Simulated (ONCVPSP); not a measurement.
**zinc, ONCV: configuration errors across variants**

```
Element                 : Zn
Generator               : ONCVPSP 4.0.1
Type                    : optimised norm-conserving Vanderbilt (ONCV)
Functional              : PBEsol
Relativity              : scalar-relativistic
Frozen core             : [Ne]
Valence charge          : 20
Reference configuration : 3s2 3p6 3d10 4s1.5 4p0.5
Partial waves           : 3s+4s: rc 1.00 bohr, ncon 4, nbas 8, qcut 12.4 1/bohr, 3 projectors, debl 3.8 Ha; 3p+4p: rc 1.00 bohr, ncon 4, nbas 7, qcut 10.8 1/bohr, 2 projectors; 3d: rc 1.50 bohr, ncon 4, nbas 9, qcut 12.5 1/bohr, 3 projectors, debl 2.8 Ha
Local potential         : polynomial inside 0.85 bohr (lpopt 5, dvloc0 2 Ha)
Core correction         : Teter function, fcfact 5.25, rcfact 1.75
```

All-electron excitation energies from the reference (eV): (1) 3s2 3p6 3d10 4s2 4p0 -2.513; (2) 3s2 3p6 3d10 4s1 4p0 7.387; (3) 3s2 3p6 3d10 4s0 4p1 13.746.

Errors AE − PS in meV (a dash: test not solved or not reliable):

```
      change   (1)   (2)   (3)  bound ghosts  GHOST(+) flags above zero
        base  +0.3  +0.7  +3.2          none                          s
 p: qcut 6.2  +0.3  +0.7  +3.1          none                       s, p
 p: qcut 8.7  +0.3  +0.7  +3.2          none                          s
 p: qcut 9.4  +0.3  +0.7  +3.2          none                          s
p: qcut 10.6  +0.3  +0.7  +3.2          none                          s
p: qcut 11.6  +0.3  +0.7  +3.2          none                          s
p: qcut 12.8  +0.3  +0.7  +3.2          none                          s
p: qcut 13.9  +0.3  +0.7  +3.2          none                          s
p: qcut 15.3  +0.3  +0.7  +3.2          none                          s
p: qcut 16.5  +0.3  +0.7  +3.2          none                          s
```

Q: Give the same row for: p: qcut 7.7.

A: +0.3, +0.7, +3.1; bound ghosts: none; GHOST(+) flags above zero: s, p.
